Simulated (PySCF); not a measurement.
An unknown gives this computed stick spectrum. Method: TDDFT CAM-B3LYP/def2-SVPD, vertical, gas phase, core orbitals frozen in the response in PySCF 2.14.0, density-fitted response routines. Geometries: GFN2-xTB, one conformer each.

| state | λ (nm) | f |
| --- | --- | --- |
| S1 | 151.4 | 0.020 |
| S2 | 140.4 | 0.065 |
| S3 | 138.3 | 0.0087 |
| S4 | 136.6 | 0.023 |
| S5 | 134.2 | 0.021 |
| S6 | 132.7 | 0.0096 |
| S7 | 127.6 | 0.128 |
| S8 | 126.4 | 0.054 |

Triplets computed (Tamm–Dancoff): 8.02, 8.59, 8.83 eV.

**Question.** Which structure fits?
A. `C#CS(F)(F)(F)(F)F`
B. `O=CC1=CC(F)(F)O1`
C. `C[C@@H](OC(C)C)F`

**Answer.** C. Its S1, at 8.19 eV, is the highest among the candidates; the nearest of the others has S1 at 6.25 eV. S1 is HOMO→LUMO (88%). Löwdin shares by element: HOMO oxygen 52%, carbon 22% or more, fluorine 6% (atoms not listed hold the other 19%); LUMO carbon 39% or more (atoms not listed hold the other 61%). At the same level the other candidates give, for their lowest levels:
- `C#CS(F)(F)(F)(F)F`: 198 nm (f 0.002 summed over 2 states); 191 nm (f 0.000); 183 nm (f 0.000 summed over 2 states); 157 nm (f 0.000); 151 nm (f 0.005 summed over 2 states); T1 5.28 eV; HOMO -11.20, LUMO -1.35 eV
- `O=CC1=CC(F)(F)O1`: 349 nm (f 0.000); 282 nm (f 0.106); 189 nm (f 0.000); 165 nm (f 0.002); 162 nm (f 0.013); T1 2.52 eV; HOMO -9.47, LUMO -2.07 eV

The values belong to the conformer `[CH3:1][CH:2]([CH3:3])[O:4][C@H:5]([CH3:6])[F:7]`: C1–C2–O4–C5 151°, C2–O4–C5–C6 -168°.
